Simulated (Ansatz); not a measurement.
C₂H₆S₂Si, SMILES `C[SiH2]C(=S)S`, relaxed with RKS PBE-D4/def2-SVP in Ansatz 0.2.0 from a rough embedded geometry. The force threshold is 0.03 eV/Å; the program also tests the step.

Total charge 0; spin multiplicity 1.

Start:

```xyz
11

C    -1.655   -0.099   -0.358
Si   -0.004   -0.794   -0.302
C     1.279    0.506    0.181
S     1.988    1.348   -1.021
S     1.741    0.635    1.871
H    -1.993    0.338    0.649
H    -2.446   -0.857   -0.593
H    -1.779    0.692   -1.059
H     0.250   -1.432   -1.662
H    -0.010   -1.941    0.641
H     2.628    1.604    1.654
```

| step | energy (eV) | largest force (eV/Å) | largest move (Å) |
| --- | --- | --- | --- |
| 1 | -31692.8685 | 2.857 | 0.000 |
| 2 | -31693.0514 | 1.294 | 0.191 |
| 3 | -31693.1309 | 0.874 | 0.098 |
| 4 | -31693.1790 | 0.193 | 0.200 |
| 5 (rejected) | -31693.1759 | 0.387 | 0.200 |
| 6 | -31693.1882 | 0.070 | 0.098 |
| 7 | -31693.1935 | 0.046 | 0.100 |
| 8 | -31693.2003 | 0.047 | 0.150 |
| 9 | -31693.2013 | 0.292 | 0.196 |
| 10 | -31693.2034 | 0.261 | 0.089 |
| 11 | -31693.2079 | 0.022 | 0.030 |

End:

```xyz
11

C    -1.728   -0.079   -0.470
Si   -0.045   -0.858   -0.170
C     1.214    0.535    0.223
S     1.310    1.824   -0.801
S     2.163    0.287    1.666
H    -2.110    0.396    0.456
H    -2.462   -0.838   -0.807
H    -1.630    0.702   -1.250
H     0.464   -1.568   -1.394
H    -0.081   -1.841    0.973
H     2.904    1.439    1.575
```

It took 16 s on 4 threads of an Arm Neoverse V1 on a shared host, with 0.16 GiB of host memory at the peak.
